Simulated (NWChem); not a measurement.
System: MgNH2Cl; SMILES [NH2][Mg][Cl]

NWChem input:

```
start job
memory heap 200 mb stack 900 mb global 1100 mb
geometry units angstroms noautoz
  Mg    -0.101154    -0.294831    -0.059895
  Cl     0.374290     1.859076     0.057197
  N     -0.503379    -2.130608    -0.160389
  H      0.048089    -2.837889    -0.633470
  H     -1.313442    -2.587583     0.243872
end
basis spherical
  * library 6-31+g*
end
dft
  xc slater vwn_5
  iterations 150
  vectors input atomic output neutral.movecs
end
task dft energy
charge 1
dft
  odft
  mult 2
  vectors input atomic output cation.movecs
end
task dft energy
charge -1
dft
  odft
  mult 2
  vectors input atomic output anion.movecs
end
task dft energy
```

Excerpt of the output:

```
             Northwest Computational Chemistry Package (NWChem) 7.3.0
             --------------------------------------------------------

 C2V symmetry detected

                             Geometry "geometry" -> ""
                             -------------------------

 Output coordinates in angstroms (scale by  1.889725989 to convert to a.u.)

  No.       Tag          Charge          X              Y              Z
 ---- ---------------- ---------- -------------- -------------- --------------
    1 Mg                  12.0000     0.00000000     0.00000000    -0.51099931
    2 Cl                  17.0000     0.00000000     0.00000000     1.69786264
    3 N                    7.0000     0.00000000     0.00000000    -2.39300823
    4 H                    1.0000     0.00000000     0.81947338    -2.99030783
    5 H                    1.0000     0.00000000    -0.81947338    -2.99030783

 Effective nuclear repulsion energy (a.u.)     104.1573029193

      Symmetry information
      --------------------

 Group name             C2v
 Group number             16
 Group order               4
 No. of unique centers     4

                                 NWChem DFT Module
                                 -----------------

 Summary of "ao basis" -> "ao basis" (spherical)
 ------------------------------------------------------------------------------
       Tag                 Description            Shells   Functions and Types
 ---------------- ------------------------------  ------  ---------------------
 Mg                         6-31+g*                 10       22   5s4p1d
 Cl                         6-31+g*                 10       22   5s4p1d
 N                          6-31+g*                  8       18   4s3p1d
 H                          6-31+g*                  2        2   2s

      Symmetry analysis of basis
      --------------------------

        a1         33
        a2          3
        b1         14
        b2         16

            General Information
            -------------------
          SCF calculation type: DFT
          Wavefunction type:  closed shell.
          No. of atoms     :     5
          No. of electrons :    38
           Alpha electrons :    19
            Beta electrons :    19
          Charge           :     0
          Spin multiplicity:     1
          Use of symmetry is: on ; symmetry adaption is: on
          Maximum number of iterations: 150
          AO basis - number of functions:    66
                     number of shells:    32
          Convergence on energy requested:  1.00D-06
          Convergence on density requested:  1.00D-05
          Convergence on gradient requested:  5.00D-04

              XC Information
              --------------
                        Slater Exchange Functional  1.000 local
                      VWN V Correlation Functional  1.000 local

             Grid Information
             ----------------
          Grid used for XC integration:  medium
          Radial quadrature: Mura-Knowles
          Angular quadrature: Lebedev.
          Tag              B.-S. Rad. Rad. Pts. Rad. Cut. Ang. Pts.
          ---              ---------- --------- --------- ---------
          Mg                  1.50       88          13.0       590
          Cl                  1.00       88          13.0       590
          N                   0.65       49          13.0       434
          H                   0.35       45          13.0       434
          Grid pruning is: on
          Number of quadrature shells:   270
          Spatial weights used:  Erf1

      Superposition of Atomic Density Guess
      -------------------------------------

 Sum of atomic energies:        -714.33868208

      Non-variational initial energy
      ------------------------------

 Total energy =    -714.848074
 1-e energy   =   -1196.000967
 2-e energy   =     376.995590
 HOMO         =      -0.342676
 LUMO         =      -0.088641

      Symmetry analysis of molecular orbitals - initial
      -------------------------------------------------

  Numbering of irreducible representations:

     1 a1          2 a2          3 b1          4 b2

  Orbital symmetries:

     1 a1          2 a1          3 a1          4 a1          5 a1
     6 b2          7 b1          8 a1          9 a1         10 b2
    11 b1         12 a1         13 a1         14 b2         15 a1
    16 a1         17 b1         18 b2         19 b1         20 a1
    21 b2         22 a1         23 b1         24 a1         25 b2
    26 b1         27 a1         28 a1         29 b2

   convergence    iter        energy       DeltaE   RMS-Dens  Diis-err
 ---------------- ----- ----------------- --------- --------- ---------
 d= 0,ls=0.0,diis     1   -713.3188518864 -8.17D+02  2.46D-02  7.40D-01
 d= 0,ls=0.0,diis     2   -713.0608384288  2.58D-01  1.57D-02  2.47D+00
 d= 0,ls=0.0,diis     3   -713.3762283811 -3.15D-01  5.47D-03  1.53D-01
 d= 0,ls=0.0,diis     4   -713.3911953062 -1.50D-02  3.10D-03  2.62D-02
 d= 0,ls=0.0,diis     5   -713.3955669268 -4.37D-03  3.86D-04  4.85D-04
  Resetting Diis
 d= 0,ls=0.0,diis     6   -713.3956426299 -7.57D-05  1.25D-04  3.76D-05
 d= 0,ls=0.0,diis     7   -713.3956475310 -4.90D-06  5.33D-05  2.96D-06
 d= 0,ls=0.0,diis     8   -713.3956458996  1.63D-06  3.17D-05  1.69D-05
 d= 0,ls=0.0,diis     9   -713.3956479009 -2.00D-06  5.53D-06  7.90D-08
 d= 0,ls=0.0,diis    10   -713.3956479113 -1.04D-08  1.02D-06  3.78D-09

         Total DFT energy =     -713.395647911277
      One electron energy =    -1198.540194721028
           Coulomb energy =      430.523826961150
    Exchange-Corr. energy =      -49.536583070742
 Nuclear repulsion energy =      104.157302919342

 Numeric. integr. density =       37.999999227522

                  Occupations of the irreducible representations
                  ----------------------------------------------

                     irrep           alpha         beta
                     --------     --------     --------
                     a1               11.0         11.0
                     a2                0.0          0.0
                     b1                4.0          4.0
                     b2                4.0          4.0

                       DFT Final Molecular Orbital Analysis
                       ------------------------------------

 Vector   17  Occ=2.000000D+00  E=-2.715192D-01  Symmetry=b2
              MO Center= -3.2D-16, -1.1D-15,  1.6D+00, r^2= 1.4D+00
   Bfn.  Coefficient  Atom+Function         Bfn.  Coefficient  Atom+Function
  ----- ------------  ---------------      ----- ------------  ---------------
    30      0.700152  2 Cl py                34      0.355424  2 Cl py
    26     -0.276799  2 Cl py                 8      0.088892  1 Mg py
    19      0.063496  1 Mg d -1              38      0.056339  2 Cl py
     4     -0.041154  1 Mg py

 Vector   18  Occ=2.000000D+00  E=-2.710189D-01  Symmetry=b1
              MO Center=  8.5D-16, -3.9D-16,  1.6D+00, r^2= 1.4D+00
   Bfn.  Coefficient  Atom+Function         Bfn.  Coefficient  Atom+Function
  ----- ------------  ---------------      ----- ------------  ---------------
    29      0.699668  2 Cl px                33      0.356525  2 Cl px
    25     -0.276618  2 Cl px                 7      0.093495  1 Mg px
    21     -0.058123  1 Mg d  1              37      0.053151  2 Cl px
     3     -0.042760  1 Mg px

 Vector   19  Occ=2.000000D+00  E=-2.013798D-01  Symmetry=b1
              MO Center= -8.1D-15, -7.0D-16, -2.3D+00, r^2= 1.4D+00
   Bfn.  Coefficient  Atom+Function         Bfn.  Coefficient  Atom+Function
  ----- ------------  ---------------      ----- ------------  ---------------
    47      0.556967  3 N  px                51      0.416985  3 N  px
    55      0.179022  3 N  px                 7      0.120301  1 Mg px
     3     -0.060197  1 Mg px                29     -0.049470  2 Cl px
    21      0.044921  1 Mg d  1

 Vector   20  Occ=0.000000D+00  E=-8.350034D-02  Symmetry=a1
              MO Center= -2.7D-15, -2.9D-15, -5.7D-01, r^2= 6.1D+00
   Bfn.  Coefficient  Atom+Function         Bfn.  Coefficient  Atom+Function
  ----- ------------  ---------------      ----- ------------  ---------------
    10      0.910599  1 Mg s                  6      0.378936  1 Mg s
    50     -0.344533  3 N  s                 31      0.239751  2 Cl pz
    54     -0.233893  3 N  s                 14      0.200212  1 Mg s
     2     -0.169541  1 Mg s                 28     -0.166050  2 Cl s
    32     -0.151444  2 Cl s                 35      0.147126  2 Cl pz

 Vector   21  Occ=0.000000D+00  E=-3.278595D-02  Symmetry=b2
              MO Center= -8.7D-16, -1.0D-15, -5.4D-01, r^2= 7.0D+00
   Bfn.  Coefficient  Atom+Function         Bfn.  Coefficient  Atom+Function
  ----- ------------  ---------------      ----- ------------  ---------------
    12      0.605926  1 Mg py                 8      0.500696  1 Mg py
    16      0.208337  1 Mg py                30     -0.202703  2 Cl py
     4     -0.163134  1 Mg py                34     -0.143037  2 Cl py
    38     -0.134145  2 Cl py                64     -0.112699  4 H  s
    66      0.112699  5 H  s                 48     -0.082268  3 N  py

 Vector   22  Occ=0.000000D+00  E=-1.837409D-02  Symmetry=b1
              MO Center= -1.2D-14,  1.3D-17, -4.8D-01, r^2= 8.5D+00
   Bfn.  Coefficient  Atom+Function         Bfn.  Coefficient  Atom+Function
  ----- ------------  ---------------      ----- ------------  ---------------
    11      0.654506  1 Mg px                 7      0.449854  1 Mg px
    15      0.313421  1 Mg px                29     -0.208237  2 Cl px
    47     -0.204172  3 N  px                55     -0.187875  3 N  px
    51     -0.173999  3 N  px                33     -0.149642  2 Cl px
     3     -0.140895  1 Mg px                37     -0.138937  2 Cl px

     Multipole analysis of the density
     ---------------------------------

[...]
```

Level: LDA (Slater exchange, VWN5)/6-31+G* (spherical d), vertical spin-unrestricted ions. Geometry: optimised at B3LYP/6-31G* (spherical d).
